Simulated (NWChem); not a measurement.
Molecule: C₅H₁₀O; SMILES OC1CCCC1

```xyz
16

O     -0.0004    -1.8118    -0.5646
C     -0.1101    -0.8811     0.4887
C     -1.2662     0.1206     0.2763
C     -0.6216     1.4329    -0.2275
C      0.8609     1.1003    -0.4448
C      1.1296     0.0120     0.5920
H      0.1409    -1.3214    -1.3816
H     -0.2570    -1.4917     1.3923
H     -1.8217     0.2850     1.2122
H     -1.9821    -0.3128    -0.4386
H     -0.7113     2.2179     0.5404
H     -1.1042     1.8295    -1.1335
H      1.5210     1.9754    -0.3493
H      1.0257     0.7014    -1.4626
H      2.0554    -0.5600     0.4307
H      1.1806     0.4627     1.5983
```
Atoms are numbered in this order, from 1.

All runs: NWChem. Pople sets run with spherical d functions. Structure relaxed at the PBE0/def2-SVP level.

**Question.** Taking B3LYP/def2-TZVP as the yardstick, which of these has the fewest basis functions while keeping “dipole (D)” within 0.05 D of it: B3LYP/def2-SVP; B3LYP/def2-SVPD; B3LYP/6-31+G*; B3LYP/6-31G*; B3LYP/STO-3G; B3LYP/3-21G?

**Answer.** B3LYP/3-21G (a larger set in the list lies outside the tolerance).
```json
[
 {"level": "B3LYP/STO-3G", "basis functions": "40", "dipole (D)": "1.39"},
 {"level": "B3LYP/3-21G", "basis functions": "74", "dipole (D)": "1.78"},
 {"level": "B3LYP/6-31G*", "basis functions": "104", "dipole (D)": "1.71"},
 {"level": "B3LYP/6-31+G*", "basis functions": "128", "dipole (D)": "1.97"},
 {"level": "B3LYP/def2-SVP", "basis functions": "134", "dipole (D)": "1.65"},
 {"level": "B3LYP/def2-SVPD", "basis functions": "203", "dipole (D)": "1.86"},
 {"level": "B3LYP/def2-TZVP", "basis functions": "246", "dipole (D)": "1.74"}
]
```

The yardstick is one finite set, not the basis-set limit.
